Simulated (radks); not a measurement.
The selenium anion Se2-, [Kr], held by a Watson sphere: a shell of charge +2 at radius R that stands for the Madelung well of a crystal (potential energy -2/R inside, -2/r outside, in hartree with lengths in bohr). Calculated with a radial shooting solver on a logarithmic mesh with Libxc functionals: scalar-relativistic Kohn-Sham, PBEsol, spin-polarised, spherical densities, point nucleus. Response by self-consistent Sternheimer equations with the Hartree and adiabatic LDA kernel, the relativistic mass of each level held fixed and spin-orbit coupling left out. The sphere does not respond.

| R (bohr) | e(3d) (eV) | e(4s) (eV) | e(4p) (eV) | <r> 4p (bohr) | sum of <r^2> (bohr^2) | X-ray form factor at sin(theta)/lambda = 0.1 1/angstrom | alpha (bohr^3) |
|---|---|---|---|---|---|---|---|
| 2.38 | -51.271 | -17.824 | -7.595 | 2.328 | 54.37 | 32.654 | 32.62 |
| 2.39 | -51.255 | -17.796 | -7.577 | 2.330 | 54.47 | 32.650 | 32.79 |
| 2.64 | -50.913 | -17.135 | -7.121 | 2.396 | 56.96 | 32.543 | 37.60 |
| 2.77 | -50.760 | -16.817 | -6.882 | 2.429 | 58.23 | 32.490 | 40.40 |
| 3.18 | -50.320 | -15.921 | -6.145 | 2.526 | 62.15 | 32.341 | 50.67 |
| 3.89 | -49.607 | -14.692 | -4.991 | 2.671 | 68.55 | 32.136 | 74.19 |
| 4.42 | -49.111 | -13.977 | -4.259 | 2.764 | 73.07 | 32.022 | 97.44 |
| 5.1 | -48.541 | -13.244 | -3.475 | 2.867 | 78.70 | 31.912 | 136.7 |
